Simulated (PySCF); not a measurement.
**ZnAs: energy against distance**

Set-up: PySCF, no relativity, basis sets Zn pcseg-1, As pcseg-1. Energies in eV from Zn + As in their ground configurations at the same level. State: ⁴Σ⁻ (quartet), unpaired electrons σ ↑, π ↑↑.

All columns are PBE0. A positive dipole means Zn(−)As(+).

```csv
R (Å),E (eV),μ (D),Mulliken charge on Zn (basis-dependent),HOMO (eV),LUMO (eV),Mayer bond order,⟨S²⟩
2.236,-0.027,-0.99,0.15,-5.02,-3.04,0.94,3.76
2.340,-0.229,-1.11,0.18,-5.10,-2.91,0.87,3.76
2.444,-0.328,-1.19,0.19,-5.18,-2.79,0.80,3.76
2.522,-0.359,-1.23,0.19,-5.25,-2.72,0.74,3.76
2.600,-0.364,-1.25,0.19,-5.31,-2.66,0.69,3.76
2.678,-0.354,-1.25,0.18,-5.38,-2.61,0.63,3.76
2.782,-0.324,-1.21,0.17,-5.47,-2.56,0.56,3.76
2.912,-0.276,-1.12,0.15,-5.58,-2.61,0.47,3.76
3.068,-0.219,-0.97,0.12,-5.72,-2.65,0.37,3.76
3.276,-0.155,-0.75,0.09,-5.90,-2.67,0.25,3.76
```

A fit through these points gives, at Re = 2.583 Å, μ = -1.25 D and dμ/dR = -0.145 D/Å; the reduced mass is 34.5 u.

How strong is the fundamental in the double-harmonic approximation, I = 42.26·(dμ/dR)²/μred km/mol?

I = 42.26·(-0.145)²/34.5 = 0.0258 km/mol at PBE0.

The bond is weak. Basis-set superposition, not corrected here, can be much of De in a small basis, most of all at correlated wavefunction levels. Functionals without a dispersion term scatter widely for such bonds, and LDA overbinds them. Spin–orbit coupling is left out. The state was picked by a PBE0 search and need not be the measured ground state.
